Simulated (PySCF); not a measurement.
Compound: C3H10NSi (doublet state).
Z-matrix (Å and degrees, GFN2-xTB geometry), rows numbered from 1:
```
C 
C   1  1.5315
C   2  1.5438  1  110.89
N   2  1.3875  1  115.96  3  -125.49
Si  4  1.6787  2  137.66  1    -0.01
H   1  1.0870  2  110.12  3  -178.08
H   1  1.0874  2  110.42  3   -57.64
H   1  1.0874  2  109.64  3    62.61
H   2  1.1070  1  108.13  3   115.73
H   3  1.0866  2  110.25  1    58.51
H   3  1.0869  2  109.33  1   -61.67
H   3  1.0858  2  109.84  1   179.19
H   5  1.4718  4  104.59  2   113.51
H   5  1.4675  4  104.24  2  -131.08
H   5  1.4717  4  119.97  2    -8.38
```

The hyperfine couplings belong to this conformer and change with its torsions.

As a line formula: `[N](C(C)C)[SiH3]` [radical].

Method: UKS B3LYP, pcH-1 on C H N Si, non-relativistic, mean-field spin-orbit, GIAO (PySCF 2.14.0). Geometry: GFN2-xTB, one conformer, isolated molecule. The geometry wasn't refined by DFT: couplings that depend on bond lengths, twists or pyramidal angles can differ widely from those at the functional's own minimum. The SCF solution wasn't tested for stability.

Q: Give the principal g shifts and their parts.

A: 
```tsv
Δg (ppt)	1	2	3
relativistic mass correction	-0.19	-0.19	-0.19
gauge correction	0.00	0.05	0.04
orbital Zeeman/spin–orbit	-0.01	1.82	9.32
total	-0.21	1.67	9.17
```

So g = 2.00211, 2.00399, 2.01149 and g_iso = 2.00586; the tensor is rhombic: the two nearest values differ by 20 % of g3 − g1. Axes: g3 points within 15° of the C2–N4 bond.

Q: Average each term over the three axes. Which is largest in size?

A: The orbital-Zeeman/spin–orbit term 3.71, the mass correction -0.19 and the gauge correction 0.03 ppt, for a total of 3.54 ppt. The orbital-Zeeman/spin–orbit term is the largest in size. The mass correction is the same along every axis, so the anisotropy comes from the other two: their spans along these axes are 0.05 (gauge) and 9.33 ppt (orbital Zeeman/spin–orbit).

Q: At 9.614 GHz, how far is the centre of the isotropic spectrum from where a free electron (g = 2.002319) resonates?

A: B = hν/(g μB) with μB/h = 13.99624 MHz/mT gives 343.05 mT for the free electron and 342.45 mT at g_iso, 0.61 mT lower.

Q: What are the electron Larmor frequencies g μB B/h along the three axes at 3350 mT?

A: 93.8739, 93.9619, 94.3134 GHz for g1, g2 and g3, a range of 439.5 MHz.

Q: In a frozen sample, at which fields do the three g values resonate at 9.5, 34, 94 and 263 GHz (hyperfine left aside), and which band first spreads them over more than twice a line width of 0.3 mT?

A: 
```tsv
band	GHz	B(g3) mT	B(g2) mT	B(g1) mT	spread mT
X	9.5	337.44	338.70	339.02	1.58
Q	34.0	1207.68	1212.19	1213.33	5.65
W	94.0	3338.87	3351.36	3354.50	15.63
J	263.0	9341.72	9376.67	9385.46	43.74
```

The spread grows in proportion to the frequency. X band is the first where it exceeds 0.6 mT.

Largest spin populations (Mulliken): N4 (+0.87), H9 (+0.08) and H13 (+0.06). N4 is the only atom above +0.15.

The HOMO–LUMO gaps are 7.52 eV among the α and 3.22 eV among the β orbitals.
